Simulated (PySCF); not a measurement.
C3H3, doublet (typed; the unrestricted solution is spin-contaminated), geometry from GFN2-xTB; DF-HF/def2-SVP run with PySCF.

The PySCF input:
```python
from pyscf import gto, scf

mol = gto.Mole()
mol.atom = '''
    C     0.00140388   -0.01899720    0.10918779
    C     0.01684836   -0.22799011    1.31038999
    C    -0.01571971    0.21271738   -1.22260886
    H     0.03012627   -0.40766541    2.34308704
    H     0.89984787    0.24626573   -1.78481618
    H    -0.94516933    0.36701923   -1.74008438
'''
mol.basis = 'def2-svp'
mol.spin = 1
mol.verbose = 4
mol.max_memory = 1800
mol.build()

mf = scf.UHF(mol)
mf = mf.density_fit(auxbasis='def2-universal-jkfit')
mf.kernel()
```

Question: Predict the main parts of the log of this PySCF run.

Answer: 
```
PySCF version 2.14.0

[INPUT] verbose = 4
[INPUT] num. atoms = 6
[INPUT] num. electrons = 21
[INPUT] charge = 0
[INPUT] spin (= nelec alpha-beta = 2S) = 1
[INPUT] symmetry False subgroup None
[INPUT] Mole.unit = angstrom
[INPUT] Symbol           X                Y                Z      unit          X                Y                Z       unit  Magmom
[INPUT]  1 C      0.001403880000  -0.018997200000   0.109187790000 AA    0.002652948712  -0.035899505134   0.206335019247 Bohr   0.0
[INPUT]  2 C      0.016848360000  -0.227990110000   1.310389990000 AA    0.031838786048  -0.430838867009   2.476278197472 Bohr   0.0
[INPUT]  3 C     -0.015719710000   0.212717380000  -1.222608860000 AA   -0.029705946658   0.401977590135  -2.310395902867 Bohr   0.0
[INPUT]  4 H      0.030126270000  -0.407665410000   2.343087040000 AA    0.056930399455  -0.770375975359   4.427792791618 Bohr   0.0
[INPUT]  5 H      0.899847870000   0.246265730000  -1.784816180000 AA    1.700466028073   0.465374783566  -3.372813762892 Bohr   0.0
[INPUT]  6 H     -0.945169330000   0.367019230000  -1.740084380000 AA   -1.786111175039   0.693565827149  -3.288282911834 Bohr   0.0

nuclear repulsion = 53.8286017981209
number of shells = 27
number of NR pGTOs = 93
number of NR cGTOs = 57
basis = def2-svp
ecp = {}

******** <class 'pyscf.df.df_jk.DFUHF'> ********
method = DFUHF
initial guess = minao
damping factor = 0
level_shift factor = 0
DIIS = <class 'pyscf.scf.diis.CDIIS'>
diis_start_cycle = 1
diis_space = 8
diis_damp = 0
SCF conv_tol = 1e-09
SCF conv_tol_grad = None
SCF max_cycles = 50
direct_scf = False
number electrons alpha = 11  beta = 10
Set gradient conv threshold to 3.16228e-05
******** <class 'pyscf.df.df.DF'> ********
auxbasis = def2-universal-jkfit
init E= -115.606984279888

cycle= 1 E= -115.109963636292  delta_E= 0.497  |g|= 0.224  |ddm|= 1.78
cycle= 2 E= -115.152757057244  delta_E= -0.0428  |g|= 0.0781  |ddm|= 0.346
cycle= 3 E= -115.159985651964  delta_E= -0.00723  |g|= 0.0415  |ddm|= 0.164
cycle= 4 E= -115.162311581434  delta_E= -0.00233  |g|= 0.0242  |ddm|= 0.0647
cycle= 5 E= -115.16368871538  delta_E= -0.00138  |g|= 0.016  |ddm|= 0.0538
cycle= 6 E= -115.164472100894  delta_E= -0.000783  |g|= 0.00984  |ddm|= 0.0486
cycle= 7 E= -115.164844660181  delta_E= -0.000373  |g|= 0.00804  |ddm|= 0.0295
cycle= 8 E= -115.16530386788  delta_E= -0.000459  |g|= 0.00569  |ddm|= 0.0448
cycle= 9 E= -115.165671886767  delta_E= -0.000368  |g|= 0.00199  |ddm|= 0.0712
cycle= 10 E= -115.165690692259  delta_E= -1.88e-05  |g|= 0.000925  |ddm|= 0.0107
cycle= 11 E= -115.165695260353  delta_E= -4.57e-06  |g|= 0.000385  |ddm|= 0.00701
cycle= 12 E= -115.165695828362  delta_E= -5.68e-07  |g|= 0.000166  |ddm|= 0.0015
cycle= 13 E= -115.165695930933  delta_E= -1.03e-07  |g|= 7.71e-05  |ddm|= 0.000706
cycle= 14 E= -115.165695951759  delta_E= -2.08e-08  |g|= 3.17e-05  |ddm|= 0.000278
cycle= 15 E= -115.165695954342  delta_E= -2.58e-09  |g|= 1.44e-05  |ddm|= 9.72e-05
cycle= 16 E= -115.165695954738  delta_E= -3.96e-10  |g|= 4.31e-06  |ddm|= 4.57e-05
Extra cycle  E= -115.165695954759  delta_E= -2.13e-11  |g|= 2.67e-06  |ddm|= 6.66e-06
converged SCF energy = -115.165695954759  <S^2> = 0.96009878  2S+1 = 2.2000898
```
